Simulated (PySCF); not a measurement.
**Steps of a relaxation of [Tm(H2O)2]3+**

[Tm(H2O)2]3+ (singlet in the valence; each metal's 4f electrons, 12 of them, lie in its core potential, out of spins and levels; a saddle point, relaxed within its symmetry). PySCF 2.14.0, RKS PBE0, Tm lcecp-1-SVP with ECP58, O def2-SVP, H def2-SVP; non-relativistic Hamiltonian with scalar-relativistic core potentials where named; density fitting; no spin-orbit coupling. Origin of the start: template. Columns: position (Å) and force (eV/Å). Energies are counted from the last step; some of the 6 steps are shown. Forces carry noise of the integration grid, about 0.01 to 0.03 eV/Å.

Run from Python with OMP_NUM_THREADS=2. Where DIIS fails, smearing, a level shift and second-order steps follow.
It took 22 s on 2 threads of Arm Neoverse V2, with other jobs on the host, from the converged density of the start.

```xyz
7
step 0  E = 0.426 eV
Tm    0.0000    0.0000    0.0000     0.00    0.00    0.00
O     0.0000    0.0000    2.4100     0.00    0.00   -2.77
H     0.5445    0.5445    3.0000     0.47    0.47    0.59
H    -0.5445   -0.5445    3.0000    -0.47   -0.47    0.59
O     0.0000    0.0000   -2.4100     0.00    0.00    2.77
H     0.5445   -0.5445   -3.0000     0.47   -0.47   -0.59
H    -0.5445    0.5445   -3.0000    -0.47    0.47   -0.59
```

```xyz
7
step 2  E = 0.026 eV
Tm    0.0000    0.0000    0.0000     0.00    0.00    0.00
O     0.0000    0.0000    2.2278     0.00    0.00    0.55
H     0.5450    0.5450    2.8751    -0.19   -0.19   -0.44
H    -0.5450   -0.5450    2.8751     0.19    0.19   -0.44
O     0.0000    0.0000   -2.2278     0.00    0.00   -0.55
H     0.5450   -0.5450   -2.8751    -0.19    0.19    0.44
H    -0.5450    0.5450   -2.8751     0.19   -0.19    0.44
```

```xyz
7
step 3  E = 0.005 eV
Tm    0.0000    0.0000    0.0000     0.00    0.00    0.00
O     0.0000    0.0000    2.2049     0.00    0.00    0.42
H     0.5454    0.5454    2.8427    -0.09   -0.09   -0.22
H    -0.5454   -0.5454    2.8427     0.09    0.09   -0.22
O     0.0000    0.0000   -2.2049     0.00    0.00   -0.42
H     0.5454   -0.5454   -2.8427    -0.09    0.09    0.22
H    -0.5454    0.5454   -2.8427     0.09   -0.09    0.22
```

Where does the relaxation end?

It converges at step 5 in D2d:
```xyz
7
step 5  E = 0
Tm    0.0000    0.0000    0.0000
O     0.0000    0.0000    2.2049
H     0.5465    0.5465    2.8308
H    -0.5465   -0.5465    2.8308
O     0.0000    0.0000   -2.2049
H     0.5465   -0.5465   -2.8308
H    -0.5465    0.5465   -2.8308
```

How did the contacts change?


| contact | start (Å) | end (Å) |
| --- | --- | --- |
| Tm1–O2 (H2O) | 2.410 | 2.205 |
| Tm1–O5 (H2O) | 2.410 | 2.205 |


An lcecp potential fixes the number of 4f electrons, so in runs with it no electron can move into or out of that shell.
